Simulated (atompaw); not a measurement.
## u(r) = r·R(r): atom against pseudo-atom (chlorine)

Columns: radius, all-electron u(r) and pseudo u(r) of the 3p shell (level -8.70 eV) of chlorine in the configuration [Ne] 3s2 3p5; LDA (PW92), scalar-relativistic, PAW (atompaw) scheme, atompaw 4.2.0.5.

```
r (bohr)  all-electron  pseudo
   0.054       -0.0833  0.0040
   0.108       -0.2143  0.0160
   0.162       -0.3127  0.0355
   0.215       -0.3592  0.0616
   0.269       -0.3588  0.0944
   0.323       -0.3203  0.1327
   0.377       -0.2547  0.1755
   0.431       -0.1718  0.2216
   0.485       -0.0793  0.2701
   0.538        0.0153  0.3187
   0.592        0.1111  0.3685
   0.646        0.2033  0.4174
   0.700        0.2899  0.4647
   0.754        0.3696  0.5095
   0.808        0.4417  0.5513
   0.862        0.5058  0.5897
   0.915        0.5610  0.6238
   0.969        0.6096  0.6548
   1.023        0.6508  0.6819
   1.077        0.6850  0.7052
   1.131        0.7127  0.7248
   1.185        0.7345  0.7409
   1.238        0.7506  0.7535
   1.292        0.7621  0.7630
   1.346        0.7692  0.7694
   1.400        0.7725  0.7725
```

**Question.** How many radial nodes do the two functions have?

**Answer.** The all-electron 3p function has n − l − 1 = 1; the pseudo-wave has 0, since the states of the same l below it are removed with the core.

**Question.** Is the pseudo-wave norm-conserving?

**Answer.** No, it belongs to a PAW set: the norm inside the radius is not constrained, and the difference is carried by the augmentation charge.
